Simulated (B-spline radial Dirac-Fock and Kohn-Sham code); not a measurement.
# S 2p3/2: cross section and angular parameters

System: the free sulfur atom, configuration 1s2 2s2 2p6 3s2 3p4; threshold 162.5 eV (tabulated edge). Method: Dirac-Hartree-Slater photoionisation with a Latter tail; cross sections with all multipoles, angular parameters from the dipole term and its interference with E2. Computed with a radial atomic solver.

The run's input, task.json:

```json
{"items": [{
  "Z": 16,
  "q": 0,
  "cfg": [[1, 0, 2], [2, 0, 2], [2, 1, 6], [3, 0, 2], [3, 1, 4]],
  "A": 32,
  "rrms": 3.2611,
  "do": "xps",
  "hv": [60, 64.4, 80, 85.5, 107.0, 164.0, 200, 230.0, 257.0, 284.0, 300, 326.0, 367.0, 400, 501.0, 601.0, 914.0, 1000, 1160.0, 1220.0, 3190.0, 4230.0, 5840.0, 6000, 8110.0, 9020.0, 12000],
  "edges": {"K": 2472.0, "L1": 230.9, "L2": 163.6, "L3": 162.5}
}]}
```

Command: `python xray2_run.py task.json out`

For linearly polarised light dσ/dΩ = σ/(4π) [1 + β P₂(cos θ) + (δ + γ cos²θ) sin θ cos φ], with θ from the polarisation vector and φ the angle between the beam and the projection of the electron momentum on the plane normal to the polarisation.

```tsv
hν (eV)	σ (kb)	β	γ	δ
200	2350	0.930	-0.038	0.010
230	1960	1.190	-0.016	0.011
257	1600	1.309	0.006	0.012
284	1310	1.378	0.029	0.013
300	1170	1.406	0.043	0.013
326	974	1.438	0.064	0.014
367	736	1.467	0.097	0.015
400	598	1.479	0.123	0.016
501	338	1.481	0.195	0.018
601	?	?	?	?
914	64.5	1.351	0.403	0.031
1000	49.6	1.320	0.435	0.034
1160	31.9	1.264	0.486	0.040
1220	27.4	1.244	0.503	0.042
3190	1.23	0.796	0.806	0.116
4230	0.462	0.664	0.879	0.152
5840	0.146	0.525	0.956	0.202
6000	0.133	0.515	0.962	0.206
8110	0.0442	0.402	1.033	0.262
9020	0.0298	0.365	1.060	0.284
12000	0.0102	0.274	1.134	0.350
```

Task: Give the values at 601 eV.

Result: σ = 209 kb, β = 1.459, γ = 0.257, δ = 0.021.
